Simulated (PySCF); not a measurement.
C₂H₅S, doublet, geometry from GFN2-xTB; PySCF with MP2/STO-3G.

Here is a job for PySCF.
```python
from pyscf import gto, scf, mp

mol = gto.M(
    atom='''
C     0.005961    1.318105   -0.607329
S    -0.171148    0.115116    0.583727
C     0.222020   -1.373632   -0.385197
H     0.710619    1.157904   -1.399658
H    -0.226497    2.316277   -0.297022
H     0.132268   -2.225304    0.280552
H    -0.483491   -1.459379   -1.206035
H     1.237578   -1.298185   -0.762312
''',
    basis='sto-3g',
    charge=0,
    spin=1,
    verbose=4,
)

mf = scf.UHF(mol)
mf.kernel()

pt = mp.MP2(mf, frozen=7)
pt.kernel()
print('E(MP2) = %.10f' % pt.e_tot)
mf.analyze()
```

Predict the main parts of the log of this PySCF run.


```
PySCF version 2.14.0

[INPUT] verbose = 4
[INPUT] num. atoms = 8
[INPUT] num. electrons = 33
[INPUT] charge = 0
[INPUT] spin (= nelec alpha-beta = 2S) = 1
[INPUT] symmetry False subgroup None
[INPUT] Mole.unit = angstrom
[INPUT] Symbol           X                Y                Z      unit          X                Y                Z       unit  Magmom
[...]
nuclear repulsion = 104.340278667905
number of shells = 16
number of NR pGTOs = 72
number of NR cGTOs = 24
basis = sto-3g
ecp = {}

******** <class 'pyscf.scf.uhf.UHF'> ********
method = UHF
initial guess = minao
damping factor = 0
level_shift factor = 0
DIIS = <class 'pyscf.scf.diis.CDIIS'>
diis_start_cycle = 1
diis_space = 8
diis_damp = 0
SCF conv_tol = 1e-09
SCF conv_tol_grad = None
SCF max_cycles = 50
direct_scf = True
direct_scf_tol = 1e-13
number electrons alpha = 17  beta = 16
Set gradient conv threshold to 3.16228e-05
init E= -470.848081146859

cycle= 1 E= -470.806211129627  delta_E= 0.0419  |g|= 0.163  |ddm|= 2.43
cycle= 2 E= -470.834800343927  delta_E= -0.0286  |g|= 0.0586  |ddm|= 0.318
cycle= 3 E= -470.839593139599  delta_E= -0.00479  |g|= 0.029  |ddm|= 0.119
cycle= 4 E= -470.841575046314  delta_E= -0.00198  |g|= 0.0138  |ddm|= 0.0897
cycle= 5 E= -470.842159331484  delta_E= -0.000584  |g|= 0.00341  |ddm|= 0.0691
cycle= 6 E= -470.842184710096  delta_E= -2.54e-05  |g|= 0.00117  |ddm|= 0.0143
cycle= 7 E= -470.842188111242  delta_E= -3.4e-06  |g|= 0.000324  |ddm|= 0.00528
cycle= 8 E= -470.84218838318  delta_E= -2.72e-07  |g|= 0.000128  |ddm|= 0.00162
cycle= 9 E= -470.842188412744  delta_E= -2.96e-08  |g|= 7.63e-05  |ddm|= 0.000361
cycle= 10 E= -470.842188430907  delta_E= -1.82e-08  |g|= 3.27e-05  |ddm|= 0.000377
cycle= 11 E= -470.842188434569  delta_E= -3.66e-09  |g|= 6.5e-06  |ddm|= 0.000217
cycle= 12 E= -470.842188434677  delta_E= -1.07e-10  |g|= 1.76e-06  |ddm|= 3.3e-05
Extra cycle  E= -470.842188434681  delta_E= -4.77e-12  |g|= 9.83e-07  |ddm|= 3.81e-06
converged SCF energy = -470.842188434681  <S^2> = 0.76263598  2S+1 = 2.0125963

******** <class 'pyscf.mp.ump2.UMP2'> ********
nocc = (np.int64(10), np.int64(9)), nmo = (17, 17)
frozen orbitals 7
E(UMP2) = -470.956113063677  E_corr = -0.113924628995556
E(SCS-UMP2) = -470.968809536128  E_corr = -0.126621101447085
E_corr(same-spin) = -0.0116405230933639
E_corr(oppo-spin) = -0.102284105902192
E(MP2) = -470.9561130637
**** SCF Summaries ****
Total Energy =                        -470.842188434681361
Nuclear Repulsion Energy =             104.340278667904755
One-electron Energy =                 -858.721892099476463
Two-electron Energy =                  283.539424996890318
Two-electron Coulomb Energy =          320.978840325158956
DFT Exchange-Correlation Energy =      -37.439415328268637
**** MO energy ****
                             alpha | beta                alpha | beta
[...]
To work with the spin densities directly, `use mulliken_meta_spin()` only printing them here.

 ** Mulliken spin pop alpha/beta on meta-lowdin orthogonal AOs **
 ** Mulliken Spin Density (per AO)  **
spin_pop of  0 C 1s       -0.00003
spin_pop of  0 C 2s        0.10465
spin_pop of  0 C 2px       0.62696
spin_pop of  0 C 2py       0.08052
spin_pop of  0 C 2pz       0.27341
spin_pop of  1 S 1s        0.00000
spin_pop of  1 S 2s        0.00000
spin_pop of  1 S 3s        0.00284
spin_pop of  1 S 2px       0.00004
spin_pop of  1 S 2py      -0.00001
spin_pop of  1 S 2pz      -0.00000
spin_pop of  1 S 3px       0.07423
spin_pop of  1 S 3py      -0.03095
spin_pop of  1 S 3pz      -0.02212
spin_pop of  2 C 1s        0.00000
spin_pop of  2 C 2s        0.00055
spin_pop of  2 C 2px      -0.00003
spin_pop of  2 C 2py       0.00168
spin_pop of  2 C 2pz       0.00037
spin_pop of  3 H 1s       -0.05449
spin_pop of  4 H 1s       -0.05901
spin_pop of  5 H 1s       -0.00141
spin_pop of  6 H 1s        0.00217
spin_pop of  7 H 1s        0.00063
 ** Mulliken Spin Density (per atom)  **
spin density of  0 C =      1.08551
spin density of  1 S =      0.02403
spin density of  2 C =      0.00258
spin density of  3 H =     -0.05449
spin density of  4 H =     -0.05901
spin density of  5 H =     -0.00141
spin density of  6 H =      0.00217
spin density of  7 H =      0.00063
 ** Mulliken pop alpha/beta on meta-lowdin orthogonal AOs **
 ** Mulliken pop       alpha | beta **
[...]
In total            17.00000 | 16.00000
 ** Mulliken atomic charges   ( Nelec_alpha | Nelec_beta ) **
charge of  0C =     -0.19651  (     3.64101      2.55550 )
charge of  1S =      0.18558  (     7.91923      7.89520 )
charge of  2C =     -0.17638  (     3.08948      3.08690 )
charge of  3H =      0.03008  (     0.45771      0.51221 )
charge of  4H =      0.03521  (     0.45289      0.51190 )
charge of  5H =      0.04445  (     0.47707      0.47848 )
charge of  6H =      0.03974  (     0.48122      0.47904 )
charge of  7H =      0.03784  (     0.48139      0.48077 )
Dipole moment(X, Y, Z, Debye):  0.40631, -0.40927, -0.60192
```
